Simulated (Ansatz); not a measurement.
Stepwise reaction of `C[O][Zn][O]C` with hydrogen, as a gas-phase model of exchange steps in deposition or etching. ΔE in kJ/mol; ΔG adds harmonic PBE0-D4 terms to CCSD(T)/CBS, at 1 bar.

Program: Ansatz. Geometries: PBE0-D4/def2-TZVP. ΔE: electronic, gas phase. CCSD(T)/CBS is the MP2 limit (def2-TZVPP, def2-QZVPP) plus CCSD(T) − MP2 in def2-TZVPP, frozen cores. This one scheme is used for every species. Functionals use def2-TZVPP. B3LYP here is the variant with VWN-RPA as its local correlation; programs differ in this. For Zn outer-core shells are correlated without core-valence functions, which leaves a few kJ/mol of doubt a bond. Scalar relativity is left out up to krypton. Each species was taken in one conformer, which may not be the lowest.

```csv
step,reaction,PBE-D4,B3LYP-D4,ωB97M-V,CCSD(T)/CBS,ΔG(600 K)
2,`C[O][ZnH]` + H₂ → `[ZnH2]` + CH₃OH,23.0,22.8,17.4,27.1,34.6
```

Q: Give the row of step 1, `C[O][Zn][O]C` + H₂ → `C[O][ZnH]` + CH₃OH. (An estimate is asked.)

A: The calculation gave: 
```json
{"step": "1", "reaction": "`C[O][Zn][O]C` + H₂ → `C[O][ZnH]` + CH₃OH", "PBE-D4": "-5.4", "B3LYP-D4": "-5.2", "ωB97M-V": "-10.1", "CCSD(T)/CBS": "1.8", "ΔG(600 K)": "-3.4"}
```

Q: By hand: ΔE of the 2 steps together at CCSD(T)/CBS.

A: (1.8) + (27.1) = 28.9 kJ/mol, or 14.5 kJ/mol a step.

In ΔE each step is higher than the one before. ΔG lies between -3.4 and 34.6 kJ/mol a step. PBE-D4 differs from CCSD(T)/CBS by -7.2 to -4.1 kJ/mol a step. Isolated molecules leave out the surface, adducts and barriers. Largest T1 diagnostic: 0.017.
